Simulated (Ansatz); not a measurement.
The same path of CH5AsS (8 atoms, charge 0, multiplicity 1) was run twice with different band settings. The coordinate that changes most is the height of As3 over the plane of its neighbours.

Computed with Ansatz 0.2.0, RHF/def2-mTZVP.

Relaxed end points:

```xyz
8
Properties=species:S:1:pos:R:3
C -0.767 1.131 -0.434
S -0.245 0.113 0.993
As 1.052 -1.400 -0.041
H -1.318 0.545 -1.152
H 0.079 1.598 -0.913
H -1.413 1.900 -0.037
H 2.229 -1.317 0.902
H 0.475 -2.627 0.626
```

```xyz
8
Properties=species:S:1:pos:R:3
C -0.608 0.915 -0.423
S -0.441 0.314 1.293
As 0.911 -1.458 1.126
H -1.048 0.158 -1.054
H 0.349 1.215 -0.820
H -1.263 1.774 -0.392
H 1.973 -0.831 0.247
H 0.219 -2.143 -0.033
```

Common settings: movable images 5; climbing image yes; optimiser quadratic models (default); start path IDPP; force threshold 0.03 eV/Å; iteration limit 60; end points relaxed.

| run | spring |
| --- | --- |
| 1 | 5.0 eV/Å² |
| 2 | 0.1 eV/Å² |

(1) What does each run give, and how far can it be trusted?

Results:

(1) Run 1: converged after 7 iterations, highest image 1.900 eV above the first end. Neighbouring images differ by up to 1.4 eV, so the band resolves the path poorly. A vibrational analysis at the climbing image gives one clearly imaginary mode, 1084i cm⁻¹: a first-order saddle point.
Run 2: converged after 7 iterations, highest image 1.900 eV above the first end. Neighbouring images differ by up to 1.3 eV, so the band resolves the path poorly. Another band between the same ends (5 images) ends at a top of the same energy, where a vibrational analysis finds 1 clearly imaginary mode.
